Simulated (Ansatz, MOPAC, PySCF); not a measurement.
Constitutional and geometric isomers with formula CH5BSi. Isolated molecules, 0 K electronic values unless said otherwise. One relaxed conformer stands for each flexible species; it need not be the lowest. Strings in code marks are SMILES.

Quantity: electronic energy of isomers of CH5BSi relative to `[H]/B=C\[SiH3]`, in eV. The restricted reference of `B=[SiH]C`, `B[SiH]=C` and `CB=[SiH2]` is unstable towards unrestricted orbitals. Semi-empirical values (MOPAC) are differences of heats of formation.

Level 1: frozen-core CCSD(T)/6-31g // B3LYP-D3(BJ)/def2-TZVP (Ansatz, a first-principles code)
Level 2: frozen-core CCSD(T)/cc-pVDZ // B3LYP-D3(BJ)/def2-TZVP (Ansatz)
Level 3: HF/3-21G // B3LYP-D3(BJ)/def2-TZVP (PySCF)
Level 4: PM6 // B3LYP-D3(BJ)/def2-TZVP (MOPAC)

| species | level 1 | level 2 | level 3 | level 4 |
|---|---|---|---|---|
| `B1C[SiH2]1` | [?] | [?] | [?] | 2.02 |
| `B=[SiH]C` | 0.74 | 1.13 | 0.93 | 3.50 |
| `B[SiH]=C` | [?] | 0.52 | [?] | 2.84 |
| `CB=[SiH2]` | 0.299 | 0.66 | 0.66 | 2.70 |
| `C=B[SiH3]` | 0.073 | 0.219 | 0.149 | 1.78 |

### Question
Some entries are withheld; supply them.

### Answer

- `B1C[SiH2]1`, level 1: 0.321
- `B1C[SiH2]1`, level 2: 0.358
- `B1C[SiH2]1`, level 3: 0.75
- `B[SiH]=C`, level 1: 0.096
- `B[SiH]=C`, level 3: 0.61
